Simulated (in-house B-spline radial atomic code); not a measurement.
Configurations of P III (P2+), with energies counted from [Ne] 3s2 3p1. Level of theory: scalar-relativistic (X2C) LC-wPBE, spin-polarised, spherical fractional occupations, exact exchange averaged over the configuration, Fermi nucleus of rms radius 3.1889 fm; calculated with a B-spline radial code for spherical atoms. Shells without spins written out take the highest spin.

Occupations are held fixed; configurations that lie above the ionisation limit could autoionise.

```json
{"configuration": "[Ne] 3s2 4s1", "E - E(ref) (eV)": "14.755", "highest orbital": "4s up", "its <r> (bohr)": "4.056"}
{"configuration": "[Ne] 3s2 4p1", "E - E(ref) (eV)": "17.475", "highest orbital": "4p up", "its <r> (bohr)": "4.602"}
{"configuration": "[Ne] 3s1 3p1 3d1", "E - E(ref) (eV)": "19.915", "highest orbital": "3d up", "its <r> (bohr)": "2.411"}
{"configuration": "[Ne] 3s2 4d1", "E - E(ref) (eV)": "21.119", "highest orbital": "4d up", "its <r> (bohr)": "5.745"}
{"configuration": "[He] 2s2 2p5 3s2 3p1 3d1", "E - E(ref) (eV)": "145.73", "highest orbital": "3d up", "its <r> (bohr)": "2.184"}
```

Question: Order these further configurations by energy, lowest first.
A. [He] 2s2 2p5 3s2 3p1 4s1
B. [Ne] 3s1 3p2
C. [He] 2s2 2p5 3s2 3p1 4d1
D. [Ne] 3s2 4f1
E. [He] 2s2 2p5 3s2 3p2

Answer: B (6.5947 eV), D (22.419 eV), E (131.09 eV), A (149.3 eV), C (155.82 eV).

Question: How far above the reference does [Ne] 3s2 3d1 lie?

Answer: 13.1 eV; its least bound orbital is 3d up with <r> = 2.547 bohr.
